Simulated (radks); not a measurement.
The numbers below are computed, except where a source is named.
Numerical settings for neutral rubidium, [Kr] 5s1. Code: a radial shooting solver on a logarithmic mesh with Libxc functionals. Model: scalar-relativistic Kohn-Sham, PBE, spin-polarised, spherical densities, finite nucleus; open shells are filled with parallel spins first (spin-orbit coupling, left out, can overturn this in heavy ions); Fermi nuclear charge, rms radius 4.2036 fm. The defaults (mesh step 0.008 in ln r, mesh end at 40 bohr or more with all orbitals vanishing there, Anderson mixing 0.5 over 9 steps, residual threshold near 1e-9 with the energy settled to 1e-9 hartree or 1e-11 of itself, here a cap of 70 iterations) give E = -2981.1741 hartree and 5s at -2.436 eV in 18 iterations. Run on one thread of a shared host, so times are rough (Arm Neoverse V2): 0.19 s of CPU time, 0.19 s wall, 18 iterations on 2437 mesh points. Changes against that run (0 stands for a change within the tolerance of the run):

setting                    iterations         converged  E (mhartree)  e(5s) (meV)  CPU (s)
mesh step in ln r 0.012            16               yes             0            0     0.12
mesh step in ln r 0.08             25                no      diverged            -     0.11
mesh step in ln r 0.12              2                no      diverged            -     0.01
mesh end (bohr) 3                  16  level above zero     +2.52e+03    +5.11e+04     0.14
mesh end (bohr) 1                  16  level above zero     +2.04e+05    +1.48e+06     0.14
residual threshold 1e-13           70                no             0            0     0.39
residual threshold 0.001           10               yes             0       +0.228     0.13
mixing 0.01                        32               yes             0            0     0.31
linear mixing, mixing 0.2          70                no             0      +0.0033     0.62
linear mixing, mixing 0.5          34               yes             0            0     0.31
mixing history 2                   29               yes             0            0     0.26
iteration cap 2                     2                no          +251     -2.5e+03     0.03

Settled on a wrong energy, with an occupied level pushed above zero by the early mesh end: mesh end (bohr) 3 (+2.52 hartree); mesh end (bohr) 1 (+204 hartree). Apart from these: no run marked as converged misses the energy by more than 1 mhartree. A mesh that ends early acts as a hard wall.
